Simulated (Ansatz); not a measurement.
Method: frozen-core CCSD(T)/def2-TZVPP // B3LYP-D3(BJ)/def2-TZVP in Ansatz (a first-principles code).

Ansatz 0.2 input:
```yaml
crystal:
  periodic: [false, false, false]
  atoms:
    - { symbol: N, position_ang: [-1.352872, -1.535016, 0.034248] }
    - { symbol: In, position_ang: [0.000656, -0.004574, 0.013036] }
    - { symbol: N, position_ang: [1.992441, -0.383941, 0.265215] }
    - { symbol: N, position_ang: [-0.658241, 1.928081, -0.073258] }
    - { symbol: H, position_ang: [-2.244631, -1.337054, -0.400164] }
    - { symbol: H, position_ang: [-1.021342, -2.426459, -0.309668] }
    - { symbol: H, position_ang: [2.620731, 0.336918, -0.064562] }
    - { symbol: H, position_ang: [2.322034, -1.276157, -0.078558] }
    - { symbol: H, position_ang: [-1.603044, 2.082958, 0.253296] }
    - { symbol: H, position_ang: [-0.055734, 2.615244, 0.360414] }
basis:
  gaussian: { orbitals: def2-TZVPP }
correlation:
  method: ccsd_t
```

Output:

```
Functional definition: HF
1526 factors; integrals over basis functions are off by at most 9.8e-4 eV
mean field evaluation 1: about -9684.2701 eV, gradient 5.9e1 eV
mean field evaluation 2: about -9684.3230 eV, gradient 5.9e1 eV
mean field evaluation 4: about -9691.0281 eV, gradient 3.2e0 eV
mean field evaluation 8: about -9691.0771 eV, gradient 2.3e-1 eV
mean field evaluation 16: about -9684.2701 eV, gradient 5.9e1 eV
mean field -9691.07734337 eV, -356.1405235205 hartree, gradient 2.1e-6 eV, S^2 0.000000; 0 other end points of the search recorded, 0 dependent functions left out
7 core orbitals not correlated
reference -9691.07734337 eV, -356.1405235205 hartree; 17, 17 occupied and 203, 203 virtual orbitals, 1526 factors
second order -25.81114281 eV of doubles, -0.00000000 eV of singles
cycle   1  -25.43762249 eV  change    3.7e-1 eV  update   1.2e-1
cycle   2  -26.01663440 eV  change   -5.8e-1 eV  update   3.4e-2
cycle   3  -26.15607349 eV  change   -1.4e-1 eV  update   2.0e-2
cycle   4  -26.14449502 eV  change    1.2e-2 eV  update   5.7e-3
cycle   5  -26.14122387 eV  change    3.3e-3 eV  update   2.9e-3
cycle   6  -26.14219365 eV  change   -9.7e-4 eV  update   1.0e-3
cycle   7  -26.14168949 eV  change    5.0e-4 eV  update   4.6e-4
cycle   8  -26.14159915 eV  change    9.0e-5 eV  update   1.6e-4
cycle   9  -26.14170098 eV  change   -1.0e-4 eV  update   7.2e-5
cycle  10  -26.14169427 eV  change    6.7e-6 eV  update   2.7e-5
perturbative correction -0.98278781 eV, -0.0361167860 hartree
Total energy: -9718.20182544 eV, -357.1373298513 hartree
```

Cost: around 8 core-minutes (rough).
